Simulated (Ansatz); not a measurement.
Geometry optimisation, RKS PBE0-D4/def2-SVP in Ansatz 0.2.0.

input.yaml

```yaml
crystal:
  periodic: [false, false, false]
  atoms:
    - { symbol: Si, position_ang: [-1.621647, 0.957279, 0.523905] }
    - { symbol: O, position_ang: [1.234025, -0.119769, 0.196846] }
    - { symbol: C, position_ang: [1.472579, -1.315738, 0.891124] }
    - { symbol: O, position_ang: [-0.78051, 1.439345, 1.72702] }
    - { symbol: H, position_ang: [1.126034, 0.59061, 0.847027] }
    - { symbol: H, position_ang: [-3.076615, 0.603896, 0.712656] }
    - { symbol: Si, position_ang: [-0.825768, 0.737912, -1.6743] }
    - { symbol: H, position_ang: [1.46209, -2.140449, 0.16278] }
    - { symbol: H, position_ang: [0.704108, -1.52854, 1.658007] }
    - { symbol: H, position_ang: [2.460759, -1.320575, 1.389415] }
    - { symbol: H, position_ang: [-0.6718, -0.712121, -1.996643] }
    - { symbol: H, position_ang: [0.421957, 1.521438, -1.873774] }
    - { symbol: H, position_ang: [-1.905212, 1.28651, -2.564061] }
basis:
  gaussian: { orbitals: def2-SVP }
hamiltonian:
  xc: pbe0
  dispersion: d4
relax:
  f_tol: 0.03
  max_steps: 50
```

Run as:

```bash
$ ansatz run input.yaml --threads 2 --pin off --max-ram 3072MiB --backend cpu --events-out ev --progress --plain --runs-dir out
```

Q: Where does it end, and by what steps?

A: The forces met the threshold. After 17 steps the energy has fallen by 0.132 eV; H6 moved furthest, 0.93 Å.

```csv
step,energy less start (eV),largest force component (eV/Å),accepted
0,0.0000,0.166,yes
1,-0.0355,0.306,yes
2,-0.0515,0.443,yes
3,-0.0637,0.361,yes
4,-0.0786,0.386,yes
5,-0.0727,0.524,no
6,-0.0984,0.111,yes
7,-0.1056,0.117,yes
8,-0.1128,0.360,yes
9,-0.1180,0.394,yes
10,-0.1280,0.062,yes
11,-0.1297,0.073,yes
12,-0.1303,0.052,yes
13,-0.1308,0.048,yes
14,-0.1313,0.044,yes
15,-0.1315,0.032,yes
16,-0.1313,0.057,no
17,-0.1316,0.016,yes
```

```xyz
13
Properties=species:S:1:pos:R:3
Si -1.622 1.102 0.587
O 1.221 0.111 0.354
C 1.486 -1.227 0.660
O -0.750 1.068 1.869
H 0.740 0.511 1.113
H -3.054 1.537 0.683
Si -0.757 0.511 -1.522
H 1.903 -1.716 -0.234
H 0.580 -1.789 0.960
H 2.229 -1.330 1.473
H -0.453 -0.946 -1.571
H 0.369 1.406 -1.898
H -1.892 0.763 -2.475
```

Whether the end is a true minimum wasn't checked by a vibrational analysis.

Run time: 38 s on 2 threads of AMD EPYC 9R14 (Zen 4), on a shared host, peak memory 0.29 GiB.
